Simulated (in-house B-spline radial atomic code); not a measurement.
**Zn V (Zn4+): [Ar] 3d8**

Computed with a radial B-spline atomic code at the basis-set limit: Dirac-Kohn-Sham BHandHLYP, spherical fractional occupations, Fermi nucleus of rms radius 3.9283 fm.

Effective charges: Z_r = [3n² - l(l+1)]/(2<r>) from the radius, Z_e = n√(-2ε) from the energy, and Slater's rules. Values are occupation-weighted means over j.

```
shell  electrons   ε (eV)  <r> (bohr)    Z_r    Z_e  Slater
   1s          2    -9700     0.05029  29.82  26.70   29.70
   2s          2  -1266.5      0.2255  26.61  19.30   25.85
   2p          6  -1105.3      0.1981  25.24  18.03   25.85
   3s          2  -210.31      0.6708  20.13  11.79   18.75
   3p          6  -160.67      0.6959  17.96  10.31   18.75
   3d          8  -77.987      0.7752  13.54   7.18    9.55
```

The least bound orbital is 3d5/2 at -77.81 eV, and it is also the most diffuse (<r> = 0.7768 bohr).

Spin-orbit splittings of the orbital energies (j = l + 1/2 above j = l - 1/2 when positive): 2p 24.03 eV, 3p 3.305 eV, 3d 0.438 eV.

For the 1s electron the small component carries 1.17 % of the norm, the zero-frequency Breit interaction raises the level by 13.19 eV, self-energy by 6.733 eV, and vacuum polarisation lowers it by 0.6241 eV.

The density falls to 0.001 bohr⁻³ at 2.406 bohr; Σ<r²> = 10.866 bohr² gives, by the non-relativistic formula and without the paramagnetism of open shells, a Langevin diamagnetic susceptibility of -8.606×10⁻⁶ cm³/mol.

Caution: exact exchange at fractional occupations of open shells leaves self-interaction of up to several eV.
